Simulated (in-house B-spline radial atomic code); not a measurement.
A fraction x of an electron is moved 5p → 5f in the europium ion Eu²⁺, starting from [Xe] 4f7 and keeping the highest spin. All numbers are computed (scalar-relativistic (X2C) BP86, spin-polarised, spherical fractional occupations; Fermi nucleus of rms radius 5.1115 fm) with a radial B-spline atomic code at the basis-set limit, not measured.

```
    x  E(x) - E(0) (eV)  5p down level (eV)  5f up level (eV)
    0            0.0000             -35.867                 -
0.125            3.9832             -36.818            -4.755
 0.25            8.0244             -37.732            -5.125
0.375           12.1364             -38.608            -5.420
  0.5                 ?                   ?                 ?
0.625           20.5800             -40.265            -5.908
 0.75           24.9103             -41.048            -6.122
0.875                 ?                   ?                 ?
    1           33.7799             -42.531            -6.511
```

Q: What belongs in the row x = 0.5?

A: An energy change of 16.3217 eV; 5p down at -39.452 eV, 5f up at -5.677 eV.

Q: What belongs in the row x = 0.875?

A: An energy change of 29.3109 eV; 5p down at -41.803 eV, 5f up at -6.322 eV.

Q: Check Janak's theorem between x = 0.125 and 0.25.

A: The slope of the energy is 32.33 eV; the orbital levels give 32.34 eV (ε of the receiving orbital less ε of the emptying one, averaged over the two points).
